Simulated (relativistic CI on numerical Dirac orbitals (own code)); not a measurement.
**Forbidden transitions in Gd LV**

Method of calculation: Dirac-Coulomb-Breit CI, orbitals from a KLI potential per configuration, model QED (radiative potential, 1s self-energy scaled to tabulated hydrogen-like ionisation energies), unscaled Slater integrals (own radial code, finite nucleus).

CI space (outside the closed core 1s2): 2s²2p⁶, 2s²2p⁵3s, 2s²2p⁵3p, 2s²2p⁵3d, 2s2p⁶3s, 2s2p⁶3p, 2s2p⁶3d, 2s²2p⁵4s, 2s²2p⁵4p, 2s²2p⁵4d, 2s²2p⁵4f, 2s²2p⁴3s², 2s2p⁶4s, 2s2p⁶4p, 2s²2p⁴3s3p, 2s2p⁶4d. Levels of other configurations are missing.

```csv
λ vac (Å),Lower,Upper,Type,A (s⁻¹),E lower (eV),E upper (eV)
1.4268,2s²2p⁶ ¹S0 [1],2s²2p⁵4f ¹D2 [59],E2,2.97e+12,0.00,8689.96
1.6062,2s²2p⁶ ¹S0 [1],2s2p⁶3d ¹D2 [37],E2,4.64e+12,0.00,7719.14
1.6174,2s²2p⁶ ¹S0 [1],2s2p⁶3d ³D2 [35],E2,1.43e+12,0.00,7665.44
1.6948,2s²2p⁶ ¹S0 [1],2s²2p⁵3d ³P°2 [28],M2,8.43e+09,0.00,7315.63
1.7385,2s²2p⁶ ¹S0 [1],2s²2p⁵3p ³D2 [23],E2,4.18e+11,0.00,7131.54
1.8782,2s²2p⁶ ¹S0 [1],2s²2p⁵3d ¹D°2 [15],M2,3.40e+10,0.00,6601.21
1.9304,2s²2p⁶ ¹S0 [1],2s²2p⁵3p ³P2 [8],E2,3.54e+11,0.00,6422.75
1.9926,2s²2p⁶ ¹S0 [1],2s²2p⁵3p ³D2 [5],E2,3.61e+11,0.00,6222.13
1.9933,2s²2p⁶ ¹S0 [1],2s²2p⁵3p ³P1 [4],M1,6.25e+09,0.00,6219.94
2.0322,2s²2p⁶ ¹S0 [1],2s²2p⁵3s ³P°2 [2],M2,1.10e+09,0.00,6100.86
16.465,2s²2p⁵3p ³P1 [4],2s²2p⁵3p ³P0 [21],M1,3.41e+09,6219.94,6972.98
17.143,2s²2p⁵3d ³F°4 [14],2s²2p⁵3d ³F°3 [29],M1,2.18e+09,6595.68,7318.91
17.430,2s²2p⁵3p ³D2 [5],2s²2p⁵3p ³D1 [20],M1,2.75e+09,6222.13,6933.47
17.501,2s²2p⁵3s ¹P°1 [3],2s²2p⁵3s ³P°0 [18],M1,3.30e+09,6107.87,6816.33
```

Terms are leading LS components. Brackets give the number of a level in order of energy, since labels repeat. The list gives strong lines, with weight on those to low levels, among the lowest 85 of 132 levels, so that lines to higher ones, which can be the strongest, are missing. Levels whose partners in the same complex of configurations lie outside the list can be far off, and so can their lines. Rates are taken at the computed energies, electric ones in the length gauge.

At this charge energies of transitions that change n are usually good to better than 1 %, and those within a shell (Δn = 0) to a few per cent.

LS names give the leading component of a level, which can be under half, so a name can repeat, a term be missing and a line seem to break the LS rules.
